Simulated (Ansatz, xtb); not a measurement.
## Two isomers of C6H4O3

We compare a, `O=Cc1cccoc1=O`, a singlet, with b, `C=CC1=CC(=O)OC1=O`, a singlet. Both are isolated molecules in the gas phase, relaxed with PBE0-D3(BJ)/def2-SVP; the shapes shown needn't be the lowest conformers.

a (Å):

```csv
atom,x (Å),y (Å),z (Å)
C,-1.7637,1.2208,-0.4276
C,-0.3799,0.7688,-0.6943
C,0.6448,1.6742,-0.7517
C,1.9739,1.2496,-1.0070
C,2.1777,-0.0812,-1.1894
C,-0.1373,-0.6514,-0.8924
O,-2.0547,2.3789,-0.2511
O,1.2058,-0.9795,-1.1393
O,-0.9315,-1.5447,-0.8691
H,-2.5248,0.4077,-0.4012
H,0.3968,2.7286,-0.5939
H,2.8103,1.9456,-1.0588
H,3.1517,-0.5339,-1.3927
```

b (Å):

```xyz
13

C     0.4858    2.7077   -2.5083
C     0.9810    2.4131   -1.2965
C     0.5114    1.3357   -0.4515
C     0.9497    0.9720    0.7707
C     0.1617   -0.1857    1.2328
C    -0.6018    0.3846   -0.8027
O     0.2247   -0.8078    2.2443
O    -0.7543   -0.4871    0.2377
O    -1.2744    0.3342   -1.7843
H    -0.3317    2.1287   -2.9431
H     0.8960    3.5393   -3.0861
H     1.8009    3.0082   -0.8813
H     1.7448    1.4134    1.3702
```

Energies in hartree; the thermal terms are from GFN2-xTB frequencies at re-optimised GFN2-xTB minima (ideal gas, soft modes damped towards free rotors, one conformer each, 298.15 K, 1 atm) and include the zero-point energy:

```
                              a           b
E, CCSD(T)/def2-SVP  −455.139884  −455.150387
    E, MP2/def2-SVP  −455.051338  −455.060645
  E, MP2/def2-TZVPP  −455.885596  −455.897421
  zero-point energy     0.085924     0.085683
       H(298 K) − E     0.094373     0.094375
       G(298 K) − E     0.053594     0.053072
```

Q: Correct the CCSD(T) difference for the basis set by the MP2 change, then work out ΔE, ΔE₀, ΔH and ΔG for a → b in kJ/mol (1 Eh = 2625.50 kJ/mol) and the equilibrium ratio [b]/[a].

A: 1. Differences b − a: CCSD(T) −0.010503, MP2 in the small set −0.009307, MP2 in the large set −0.011825 Eh.
2. ΔE = −0.010503 + (−0.011825 − (−0.009307)) = −0.013021 Eh = −34.19 kJ/mol.
3. ΔE₀ = ΔE + ΔZPE = −0.013021 + (−0.000241) Eh = −34.82 kJ/mol.
4. ΔH = ΔE + (+0.000002) Eh = −34.18 kJ/mol.
5. ΔG = ΔE + (−0.000522) Eh = −35.56 kJ/mol, so ΔS = (ΔH − ΔG)/T = +4.6 J/(mol K).
6. kT = 0.9442 mEh, so K = [b]/[a] = exp(−ΔG/kT) = exp(+14.34) ≈ 1.7 × 10^6.

Structure b is favoured at this temperature. An error of 4 kJ/mol in ΔG would change K by a factor of 5. GFN2-xTB found them nearly level. Mirror images and further conformers aren't counted.

As drawn, both hold the same kinds of bond in the same numbers. Structure a has a 6-membered ring, b a 5-membered ring.

Other levels gave ΔE = −1.5 (GFN2-xTB); −21.6 (HF/STO-3G, GFN2-xTB geometries); −17.2 (r2SCAN-D4/def2-SVP, GFN2-xTB geometries); −16.8 (PBE0-D3(BJ)/def2-SVP); −27.7 (HF/def2-SVP); −24.4 (MP2/def2-SVP); −27.6 (CCSD(T)/def2-SVP) kJ/mol. The correlated steps freeze 9 core orbitals. Programs: Ansatz 0.2.0, xtb 6.7.1.
